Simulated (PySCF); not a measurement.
# Electronic structure of Sb(12+) (antimony, charge +12) at the UHF level

Configuration: [Kr] 4d3, high-spin 4F determinant. All numbers are calculated (PySCF 2.14, scalar relativity by spin-free X2C-1e, in an even-tempered Gaussian basis (21 s from 0.39 bohr⁻², ratio 2.5; 15 p from 0.51 bohr⁻², ratio 2.5; 10 d from 0.51 bohr⁻², ratio 2.5; 4 f from 2.6 bohr⁻², ratio 2.7; 4 g from 3.8 bohr⁻², ratio 2.7)).

| Property | Result |
| --- | --- |
| Total energy | -6430.157356 hartree |
| One-electron energy | -8468.1995 hartree |
| Hartree (Coulomb) energy | 2199.2014 hartree |
| Exchange energy | -161.1592 hartree |
| ⟨S²⟩ | 3.7529 |
| ⟨L²⟩ | 12.037 |
| Sum of ⟨r⟩ | 15.40 bohr |
| Sum of ⟨r²⟩ | 10.22 bohr² |

| shell | electrons | mean orbital energy (hartree) | spread (hartree) | rms radius, mean of both spins (bohr) |
| --- | --- | --- | --- | --- |
| 1s α | 1 | -1135.54179 | 0 | 0.0325 |
| 1s β | 1 | -1135.54079 | 0 | 0.0325 |
| 2s α | 1 | -184.34888 | 0 | 0.133 |
| 2s β | 1 | -184.26097 | 0 | 0.133 |
| 2p α | 3 | -166.31372 | 0 | 0.118 |
| 2p β | 3 | -166.22628 | 0 | 0.118 |
| 3s α | 1 | -44.97409 | 0 | 0.350 |
| 3s β | 1 | -44.93343 | 0 | 0.350 |
| 3p α | 3 | -38.94046 | 0 | 0.351 |
| 3p β | 3 | -38.89162 | 0 | 0.351 |
| 3d α | 5 | -29.73972 | 0.09861 | 0.329 |
| 3d β | 5 | -29.63227 | 0.02634 | 0.329 |
| 4s α | 1 | -14.91849 | 0 | 0.797 |
| 4s β | 1 | -14.58111 | 0 | 0.797 |
| 4p α | 3 | -12.81747 | 0 | 0.841 |
| 4p β | 3 | -12.40752 | 0 | 0.841 |
| 4d α | 3 | -9.78819 | 0 | 0.915 |

Densities and radii are taken from the X2C orbitals without a picture-change correction, which distorts them close to the nucleus.

Spin-orbit constants ζ (cm⁻¹) from the X2C one-electron operator on these orbitals: bare nucleus, nucleus screened by l(l+1)(2l+1)/3 electrons, and screened by the Breit-Pauli mean field of the electrons.

```csv
shell,bare,screened nucleus,mean field
2p,1345000,1292000,1269000
3p,253600,243600,238700
3d,38550,30990,29830
4p,52820,50750,49660
4d,6979,5610,5344
```

To first order the Landé constant is A = 1781 cm⁻¹, so the lowest level has J = 3/2 and lies 1.33 eV below the centre of the term. This holds in LS coupling only.
